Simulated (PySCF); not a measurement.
## Exercise with solution: entropy of an ideal gas

CBr₃, SMILES Br[C](Br)Br, multiplicity 2.

The structure is a stationary point at PBE-D3(BJ)/def2-SVP. The isomer is the one that the SMILES or the coordinates give; other isomers of the formula were not compared.

PySCF with PBE-D3(BJ)/def2-SVP gives the harmonic wavenumbers 156, 156, 230, 303, 749, 749 cm⁻¹ and the rotational temperatures 0.0584, 0.0584, 0.0293 K. The molar mass is 251.72 g/mol, the symmetry number 3, the spin multiplicity 2.

Problem. Work out the entropy at 298.15 K and 1 atm in the rigid-rotor, harmonic-oscillator model.

Solution. 
Translation (Sackur–Tetrode at 1 atm): S = R[1.5 ln M + 2.5 ln T − 1.16487] = 177.7 J/(mol K).
Rotation: q = (√π/σ) T^1.5/√(θA θB θC) = 304000, S = R[ln q + 3/2] = 117.4 J/(mol K).
Vibration: with u = 1.4388 ν/T, each mode gives R[u/(e^u − 1) − ln(1 − e^−u)]:
```
ν (cm⁻¹)  modes     u  S (J/(mol K))
--------  -----  ----  -------------
156           2  0.75          21.74
230           1  1.11           7.86
303           1  1.46           5.86
749           2  3.61           2.12
```
These are all the modes. Sum 37.6 J/(mol K).
Spin: R ln 2 = 5.8 J/(mol K).
Total 338.5 J/(mol K); the program's own thermochemistry gives 338.5. Translation makes up 52 % and vibration 11 %. Anharmonicity, hindered rotation and orbital degeneracy are left out.
